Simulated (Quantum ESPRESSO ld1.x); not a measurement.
Input file for ld1.x (Quantum ESPRESSO 7.5):

```
 &input
    atom='As',
    iswitch=1,
    rel=1,
    lsd=1,
    dft='PW',
    config='[Ar] 3d10 4s1 7f1',
    verbosity='high',
    prefix='ld1',
    max_out_wfc=37,
    file_charge='ld1.rho',
 /
```

Output:

```
     Program LD1 v.7.5 starts

     --------------------------- All-electron run ----------------------------

     scalar relativistic calculation

     atomic number is 33.00
     dft =PW   lsd =1 sic =0 latt =0  beta=0.20 tr2=1.0E-14
     Exchange-correlation= PW
                           (   1   4   0   0   0   0   0)
     mesh =2013 r(mesh) =  99.43383 a.u. xmin = -8.00 dx = 0.00800
     1 Ry =  13.60569312 eV, c = 137.03599908

     n l     nl                  e(Ry)          e(Ha)          e(eV)
     1 0     1S 1( 1.00)    -863.470894609    -431.735447304 -11748.1200127
     2 0     2S 1( 1.00)    -112.649738130     -56.324869065  -1532.6777674
     2 1     2P 1( 3.00)     -99.328037266     -49.664018633  -1351.4267935
     3 0     3S 1( 1.00)     -17.460145406      -8.730072703   -237.5573803
     3 1     3P 1( 3.00)     -13.335953959      -6.667976980   -181.4448971
     3 2     3D 1( 5.00)      -6.518025539      -3.259012770    -88.6822553
     4 0     4S 1( 1.00)      -4.106440824      -2.053220412    -55.8709737
     7 3     7F 1( 1.00)      -0.320267316      -0.160133658     -4.3574588
     1 0     1S 2( 1.00)    -863.461943478    -431.730971739 -11747.9982263
     2 0     2S 2( 1.00)    -112.644870316     -56.322435158  -1532.6115374
     2 1     2P 2( 3.00)     -99.322830538     -49.661415269  -1351.3559524
     3 0     3S 2( 1.00)     -17.448998139      -8.724499069   -237.4057140
     3 1     3P 2( 3.00)     -13.322640624      -6.661320312   -181.2637599
     3 2     3D 2( 5.00)      -6.496266328      -3.248133164    -88.3862061
     4 0     4S 2( 0.00)      -3.970497595      -1.985248798    -54.0213718
     7 3     7F 2( 0.00)      -0.303680384      -0.151840192     -4.1317821

     final scf error:  7.7E-15 reached in  33 iterations

     Etot =   -4508.060017 Ry,   -2254.030008 Ha,  -61335.281170 eV
     Total magnetization:    2.00 Bohr mag.

     Ekin =    4593.464953 Ry,    2296.732477 Ha,   62497.274524 eV
     Encl =  -10770.058397 Ry,   -5385.029198 Ha, -146534.109460 eV
     Eh   =    1826.991763 Ry,     913.495881 Ha,   24857.489261 eV
     Exc  =    -158.458336 Ry,     -79.229168 Ha,   -2155.935495 eV

     normalization and overlap integrals

     s(1S/1S) =  1.000000  <r> =   0.0456  <r2> =    0.0028  r(max) =   0.0298
     s(1S/2S) = -0.005324
     s(1S/3S) = -0.002025
     s(1S/4S) = -0.000734
     s(2S/2S) =  1.000000  <r> =   0.2031  <r2> =    0.0486  r(max) =   0.1706
     s(2S/3S) = -0.001191
     s(2S/4S) = -0.000421
     s(2P/2P) =  1.000000  <r> =   0.1773  <r2> =    0.0385  r(max) =   0.1364
     s(2P/3P) = -0.000961
     s(3S/3S) =  1.000000  <r> =   0.5990  <r2> =    0.4136  r(max) =   0.5228
     s(3S/4S) = -0.000251
     s(3P/3P) =  1.000000  <r> =   0.6169  <r2> =    0.4472  r(max) =   0.5228
     s(3D/3D) =  1.000000  <r> =   0.6690  <r2> =    0.5606  r(max) =   0.4750
     s(4S/4S) =  1.000000  <r> =   1.6693  <r2> =    3.1396  r(max) =   1.4911
     s(7F/7F) =  1.000000  <r> =  15.7084  <r2> =  278.6066  r(max) =  17.8052
     s(1S/1S) =  1.000000  <r> =   0.0456  <r2> =    0.0028  r(max) =   0.0298
     s(1S/2S) = -0.005324
     s(1S/3S) = -0.002026
     s(1S/4S) = -0.000737
     s(2S/2S) =  1.000000  <r> =   0.2031  <r2> =    0.0486  r(max) =   0.1706
     s(2S/3S) = -0.001192
     s(2S/4S) = -0.000423
     s(2P/2P) =  1.000000  <r> =   0.1773  <r2> =    0.0385  r(max) =   0.1364
     s(2P/3P) = -0.000962
     s(3S/3S) =  1.000000  <r> =   0.5986  <r2> =    0.4129  r(max) =   0.5228
     s(3S/4S) = -0.000252
     s(3P/3P) =  1.000000  <r> =   0.6162  <r2> =    0.4458  r(max) =   0.5228
     s(3D/3D) =  1.000000  <r> =   0.6650  <r2> =    0.5527  r(max) =   0.4750
     s(4S/4S) =  1.000000  <r> =   1.6703  <r2> =    3.1505  r(max) =   1.4911
     s(7F/7F) =  1.000000  <r> =  15.8664  <r2> =  286.9666  r(max) =  18.2377

     ------------------------ End of All-electron run ------------------------
```

Run on one thread of a shared host, so times are rough (Intel(R) Xeon(R) Processor @ 2.60GHz): 0.58 s of CPU time, 0.95 s wall, 33 iterations on 2013 mesh points.
